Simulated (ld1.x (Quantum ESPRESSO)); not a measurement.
## LDA (PZ) PAW dataset for Si, non-relativistic all-electron reference.

ld1.x (Quantum ESPRESSO) 7.5 input, shortened:

```
&input
   title='Si', zed=14., rel=0, dft='PZ', iswitch=3,
   config='[Ne] 3s2 3p2 3d-2'
 /
 &inputp
   pseudotype=3, lpaw=.true., tm=.true., lloc=-1, rcloc=2.05,
   nlcc=.true., rcore=1.10,
   which_augfun='PSQ', rmatch_augfun=1.05
 /
5
3S  1  0   2.00   0.00  1.30  1.70  0.0
3S  1  0   0.00  -0.25  1.30  1.70  0.0
3P  2  1   2.00   0.00  1.60  2.10  0.0
3P  2  1   0.00   2.95  1.60  2.10  0.0
3D  3  2  -2.00   0.15  1.30  1.65  0.0
 &test
   configts(1)='3s2 3p2'
 /
```

All-electron outer shells of the reference configuration (LDA (PZ), non-relativistic, ld1.x):

| shell | level (eV) | outermost node (bohr) | outermost maximum (bohr) |
| --- | --- | --- | --- |
| 2p | -95.63 | – | 0.39 |
| 3s | -10.84 | 0.72 | 1.77 |
| 3p | -4.18 | 0.72 | 2.14 |

(1) Estimate the cutoffs (Ry, on a coarse ladder) from which the occupation-weighted sum of valence levels, in a spherical-Bessel basis at the reference potential, stays within 10 and 1 mRy of its value at 400 Ry.

(2) What does a ghost test show?

(3) Is the overlap operator S = 1 + Σ q|β⟩⟨β| positive definite (Bessel basis up to 400 Ry)?

Results:

(1) 10 Ry and 15 Ry.

(2) No extra level below or beside the all-electron valence levels (s, p, d, f tested).

(3) Yes: its lowest eigenvalue is 0.46 (s channel).

Its largest configuration-test error is -1.0 meV (3s2 3p1). Test run stopped at test 2 of 9 (negative rho).
